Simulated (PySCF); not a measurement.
C4H5 (SMILES C1[C@]2C[C@H]12), doublet, geometry from GFN2-xTB. Base run: B3LYP/pcseg-1 run with PySCF.

The PySCF input:
```python
from pyscf import gto, scf, dft

mol = gto.Mole()
mol.atom = '''
    C     0.03643608    1.13523166    0.30091216
    C     0.06332066   -1.14075396    0.27440395
    C     0.78434756    0.01305905   -0.32576129
    C    -0.65722656   -0.00261496   -0.44203833
    H    -0.05911017    1.19718400    1.38170604
    H     0.07077611    2.09485536   -0.19578110
    H    -0.03043843   -1.23009773    1.35343571
    H     0.12017894   -2.08747192   -0.24449230
    H    -1.46267287   -0.00400040   -1.13996730
'''
mol.basis = 'pcseg-1'
mol.spin = 1
mol.verbose = 4
mol.build()

mf = dft.UKS(mol)
mf.xc = 'b3lyp'
mf.kernel()
mf.analyze()
```

Each row names what was changed in the base input (with any setting that the change needs).

| change | ΔE vs base (µEh) | SCF cycles | <S^2> | outcome |
|---|---|---|---|---|
| base | 0.0 | 12 | 0.752 | converged |
| conv_tol = 1e-7 | 0.0 | 10 | 0.752 | converged |
| init_guess = sap | 0.0 | 14 | 0.752 | converged |
| DIIS = ADIIS | 0.0 | 17 | 0.752 | converged |
| init_guess = vsap | 0.0 | 12 | 0.752 | converged |
| conv_tol_grad = 1e-7 | 0.0 | 17 | 0.752 | converged |
| DIIS = EDIIS | - | 50 | - | not converged |
| init_guess = atom | 0.0 | 12 | 0.752 | converged |
| solver = newton | 0.0 | - | 0.752 | converged |
| diis = off; damp = 0.6 (with mf.diis_start_cycle = 200; with mf.max_cycle = 150) | 0.0 | 31 | 0.752 | converged |
| init_guess = huckel | 0.0 | 13 | 0.752 | converged |
| diis_space = 20 | 0.0 | 12 | 0.752 | converged |
| damp = 0.5; diis_start_cycle = 5 | 0.0 | 13 | 0.752 | converged |

Open shells are given as the SCF converged; they aren't shown to be the lowest states, and a large step between rows can be another state.
